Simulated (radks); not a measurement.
The numbers below are computed, except where a source is named.
Problem. Nb4+, configuration [Kr] 4d0.5 5d0.5 (fractional occupations, a model configuration). Level of theory: scalar-relativistic Kohn-Sham, LDA (Slater exchange, VWN5 correlation), spin-polarised, spherical densities, point nucleus; open shells are filled with parallel spins first (spin-orbit coupling, left out, can overturn this in heavy ions) (a radial shooting solver on a logarithmic mesh with Libxc functionals). Some entries of the table are withheld. Estimate them.

orbital,occ.,eigenvalue (eV),r(max) (bohr),<r^2> (bohr^2)
1s down,1,-18833.02,0.02352,0.001761
1s up,1,-18833.02,0.02352,0.001761
2s up,1,-2679.563,0.1334,0.02951
2s down,1,-2679.476,0.1334,0.02951
2p up,3,-2399.949,0.1065,0.02321
2p down,3,-2399.882,0.1065,0.02321
3s up,1,-489.0217,0.3960,0.2259
3s down,1,-488.9591,0.3960,0.2259
3p up,3,-397.6446,0.3894,0.2319
3p down,3,-397.5762,0.3894,0.2319
3d up,5,-247.8521,0.3336,0.2258
3d down,5,-247.7594,0.3336,0.2257
4s up,1,-107.3698,1.021,1.443
4s down,1,-106.9294,1.020,1.440
4p up,3,-82.5748,1.102,1.754
4p down,3,-82.1008,1.101,1.750
4d up,0.5,-46.8142,1.338,2.884
4d down,0,-46.2666,1.336,2.866
5s up,0,-37.4505,(1),7.418
5s down,0,-36.7202,(2),7.372
5p up,0,-30.6982,(3),9.534
5p down,0,-29.9202,(4),9.519
5d up,0.5,-21.1823,3.602,15.77
5d down,0,-20.4408,3.616,16.15

Solution. 
(1) 5s up r(max) (bohr): 2.408
(2) 5s down r(max) (bohr): 2.398
(3) 5p up r(max) (bohr): 2.737
(4) 5p down r(max) (bohr): 2.724
